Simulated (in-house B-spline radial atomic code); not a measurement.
A fraction x of an electron is removed from 3d in Fe⁵⁺, starting from [Ar] 3d3 and keeping the highest spin. Computed with a radial B-spline atomic code at the basis-set limit: non-relativistic PBEsol, spin-polarised, spherical fractional occupations, point nucleus.

```csv
x,E(x) - E(0) (eV),3d up level (eV)
0,0.0000,-87.956
0.03,2.6492,-88.656
0.15,13.4566,-91.472
0.33,30.3054,-95.747
0.49,45.9323,-99.596
0.5,46.9295,-99.838
0.59,56.0132,-102.025
0.71,68.4323,-104.964
0.84,82.2861,-108.176
0.89,87.7259,-109.419
1,99.9131,-112.169
```

The exact functional would give a straight line between the two integer points. Deviations E(x) - E(0) - x[E(1) - E(0)], in eV: -0.348 at x = 0.03, -1.53 at x = 0.15, -2.666 at x = 0.33, -3.025 at x = 0.49, -3.027 at x = 0.5, -2.936 at x = 0.59, -2.506 at x = 0.71, -1.641 at x = 0.84, -1.197 at x = 0.89.

The curve lies below the straight line by up to 3.027 eV (at x = 0.5): convex, the delocalisation error that favours fractional charges.

Q: How well does Slater's transition state (minus the level at half occupation) give the ionisation energy?

A: It gives 99.838 eV against 99.913 eV from the two total energies; NIST lists 98.98 eV, ground level to ground level.
